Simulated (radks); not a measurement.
Results of a calculation; reference values are marked as such.
Valence configurations of Ho I (all share [Xe]). Level of theory: Dirac Kohn-Sham, PBEsol, spin-unpolarised, spherical densities, finite nucleus; open shells fill j = l - 1/2 first; Fermi nuclear charge, rms radius 5.2022 fm (a radial shooting solver on a logarithmic mesh with Libxc functionals). Energies are relative to 4f11 6s2; eigenvalues in eV.

| valence | E (eV) | e(4f5/2) | e(4f7/2) | e(5d3/2) | e(6p1/2) | e(6s1/2) |
|---|---|---|---|---|---|---|
| 4f11 6s2 | 0.000 | -3.647 | -2.672 | - | - | -3.807 |
| 4f11 5d1 6s1 | 2.694 | -2.913 | -1.940 | -0.868 | - | -3.606 |
| 4f11 5d1 6p1 | 5.080 | -3.947 | -2.973 | -1.604 | -1.766 | - |
| 4f10 6s2 6p1 | 5.250 | -12.846 | -11.804 | - | -2.345 | -5.565 |
| 4f11 6p2 | 5.253 | -6.108 | -5.131 | - | -2.351 | - |
| 4f11 5d2 | 5.444 | -2.676 | -1.703 | -0.867 | - | - |
| 4f10 5d2 6s1 | 6.003 | -8.367 | -7.328 | -1.613 | - | -3.916 |
| 4f10 6s1 6p2 | 8.529 | -14.009 | -12.966 | - | -2.807 | -6.143 |
| 4f10 5d1 6p2 | 9.721 | -12.025 | -10.984 | -4.102 | -2.516 | - |
| 4f9 5d2 6s2 | 12.926 | -16.448 | -15.342 | -3.404 | - | -4.623 |

NIST lists [Xe] 4f11 6s2 as the ground configuration; this level of theory agrees among the configurations tried. The energies are those of spherical spin-averaged densities, not of single terms.
